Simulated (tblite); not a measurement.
Problem. What does the GFN2-xTB structure of InChI=1S/C8H13ClO/c1-4-6-8(3,5-2)7(9)10/h5H,2,4,6H2,1,3H3/t8-/m0/s1 look like in three dimensions?

Solution. 
```
atom  x, y, z in Å
C1    -2.1938   -1.6664    0.7323
C2    -2.0909   -0.3673    0.5296
C3    -0.8257    0.4148    0.2410
C4    -0.6703    1.4928    1.3223
C5     0.4189   -0.4834    0.1493
C6     1.6890    0.2593   -0.2646
C7     2.8492   -0.7133   -0.4420
C8    -1.0577    1.1046   -1.0825
O9    -1.1287    2.2652   -1.3049
Cl10  -1.3013   -0.0462   -2.4108
H11   -1.3548   -2.3385    0.6974
H12   -3.1479   -2.1159    0.9489
H13   -2.9767    0.2538    0.5798
H14    0.1121    2.1966    1.0544
H15   -0.4256    1.0263    2.2729
H16   -1.5970    2.0503    1.4347
H17    0.5755   -0.9500    1.1236
H18    0.2281   -1.2716   -0.5803
H19    1.5149    0.7894   -1.2035
H20    1.9576    0.9980    0.4916
H21    3.7543   -0.1800   -0.7211
H22    2.6256   -1.4393   -1.2205
H23    3.0404   -1.2520    0.4836
```

Orientation and origin are arbitrary. Atoms count from 1 in this order. Of the pairs four or more bonds apart, C8···H19 is among the closest relative to their van der Waals radii: 2.59 Å, 89 % of the sum of Bondi's values. The 7 C–C bonds span 1.319 Å (C1=C2, drawn double) to 1.538 Å (C3–C5, drawn single), a spread of 0.219 Å.

Bonds between heavy atoms (Å): C1=C2 1.319, C2–C3 1.515, C3–C4 1.535, C3–C5 1.538, C5–C6 1.528, C6–C7 1.524, C3–C8 1.510, C8=O9 1.184, C8–Cl10 1.774.

Computed geometry: GFN2-xTB, gas phase.

Point group: C1 (no symmetry element, even within 0.4 Å). Its GFN2-xTB frequencies are all real (lowest 35 cm⁻¹). One conformer, not necessarily the lowest (C1–C2–C3–C4 -122°, C2–C3–C5–C6 175°, C3–C5–C6–C7 -175°, C2–C3–C8–O9 115°). 3 starts were optimised and ended at 0.00, 1.74 and 1.92 kcal/mol (GFN2-xTB); the lowest of these is shown.

Time: 0.49 s of wall time. Hardware: Arm Neoverse V2, one thread, shared host with 96 logical CPUs at a one-minute load of 28. That covers the optimisation of the geometry.
